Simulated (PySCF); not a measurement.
# Dy³⁺ (dysprosium, charge +3) across methods

[Xe] 4f9, one real determinant. Computed with PySCF 2.14 in ANO-RCC-VTZP, with scalar relativity by spin-free X2C-1e.

```
method   E (hartree)  mean ε 5p β (eV)  mean ε 4f α (eV)  mean ε 4f β (eV)  Σ⟨r²⟩ (bohr²)   ⟨S²⟩
   UHF  -12150.60717           -58.896           -48.793           -42.790          34.03  8.756
   LDA     -12146.13           -53.133           -36.701           -32.829          34.32  8.753
  PBE0     -12154.62           -54.672           -39.673           -35.552          34.17  8.753
r2SCAN     -12154.97           -53.401           -36.648           -32.844          34.18  8.755
```

(1) Estimate the same row for PBE.

⟨L²⟩ = 24.02 against 30 for a pure H term, so this real determinant mixes terms. Spin-orbit coupling, absent here, splits the open shell strongly.

## Answers

(1) E (hartree) = -12154.75; mean ε 5p β (eV) = -52.809; mean ε 4f α (eV) = -36.383; mean ε 4f β (eV) = -32.823; Σ⟨r²⟩ (bohr²) = 34.32; ⟨S²⟩ = 8.753.
